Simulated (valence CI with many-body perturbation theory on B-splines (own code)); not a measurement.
## Questions on Tc XXXI

Computed by configuration interaction combined with many-body perturbation theory (CI+MBPT): three valence electrons over a frozen Dirac-Fock core [Ne], radial functions for each j: 11 s, 11 p, 9 d, 7 f, 5 g, 2 h, 1 i, with the one-electron correlation potential Σ1, the two-electron term Σ2, the three-electron term Σ3, Breit, model QED; selected CI, second order for the rest (own B-spline code, finite nucleus).

No measured spectrum was set against this ion. As an estimate, large intervals hold to a few tenths of a per cent, small ones and those within an open d or f shell to about a per cent.

Levels are named by their leading jj configuration (3d3/2^4 stands for four electrons in 3d with j = 3/2), which in mixed levels can hold well under half, so a name can repeat and another be missing.

Rates and lifetimes use the calculated energies. Strong lines usually hold to 10 to 20 %, long lifetimes can be off by a factor of two.

Question: What is the ground level?

Answer: (3s^2 3p1/2) J=1/2, composition 98 % 3s²3p ²P°, g = 0.661.

Question: How well does LS coupling describe the low levels?

Answer: Among the lowest 20 levels the leading LS term, summed over configurations, holds 72 % on average. For single configurations the figures are 67 % in LS and 78 % in jj coupling. Terms mix most in the J = 3/2 level at 1469200 cm⁻¹, where the leading one holds 42 %.

Question: Among levels below 2862300 cm⁻¹, which E1 lines absorb most strongly from the ground level?

Answer: to (3s^2 3d3/2) J=3/2 at 8.782 nm, f = 0.311; to (3s 3p1/2 3p3/2) J=1/2 at 10.67 nm, f = 0.203; to (3s 3p1/2 3p3/2) J=3/2 at 11.58 nm, f = 0.0973.

Question: Where does the other parity begin?

Answer: At (3s 3p1/2^2) J=1/2, 562090 cm⁻¹.

Question: What is the ionisation energy?

Answer: 1704.8 eV; NIST lists 1689 ± 8 eV (semi-empirical).

Question: Name the longest-lived excited levels whose lifetime is computed, and their main decay.

Answer: (3s 3p3/2 3d5/2) J=9/2 at 1830500 cm⁻¹ lives 15.2 μs, mostly by M1 to (3s 3p1/2 3d5/2) J=7/2; (3s^2 3p3/2) J=3/2 at 228200 cm⁻¹ lives 9.35 μs, mostly by M1 to (3s^2 3p1/2) J=1/2.

Question: What are the static dipole polarisabilities of the lowest levels?

Answer: (3s^2 3p1/2) J=1/2 0.0351; (3s^2 3p3/2) J=3/2 0.0370 (tensor 0.0036) bohr³, of which the core gives 0.000532.
